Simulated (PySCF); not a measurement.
TaOCl2, SMILES [O]=[Ta]([Cl])[Cl] (connectivity only; charge and spin as stated), neutral, multiplicity 2.

Geometry: PBE0-D3(BJ)/def2-SVP. The spin state was assumed, not searched. The isomer is the one that the SMILES or the coordinates give; other isomers of the formula were not compared. The def2 effective core potentials stand for the cores of Ta; spin–orbit coupling is left out.

Computed with TDA-CAM-B3LYP/def2-SVPD in PySCF.

Vertical excitations. Isolated molecule, no solvent.

Problem. Estimate the UV-visible absorptions. (An estimate is asked for; the answer gives what the named calculation found.)

Solution. 
```csv
state,energy (eV),λ (nm),f,main pairs
root 1,1.33,932,0.000,α HOMO→LUMO 99 %
root 2,2.78,446,0.008,α HOMO→LUMO+1 93 %
root 3,4.26,291,0.001,α HOMO→LUMO+3 97 %
root 4,4.32,287,0.009,α HOMO→LUMO+2 97 %
root 5,4.79,259,0.000,β HOMO→LUMO 89 %
root 6,4.89,253,0.000,α HOMO−1→LUMO 92 %
root 7,5.03,246,0.001,β HOMO−1→LUMO 91 %
root 8,5.13,242,0.000,α HOMO−2→LUMO 88 %
root 9,5.25,236,0.000,"α HOMO→LUMO+5 5 %, β HOMO−2→LUMO 59 %, β HOMO−5→LUMO 29 %"
root 10,5.29,234,0.000,β HOMO→LUMO+1 88 %
```
Unrestricted roots are not spin-pure.
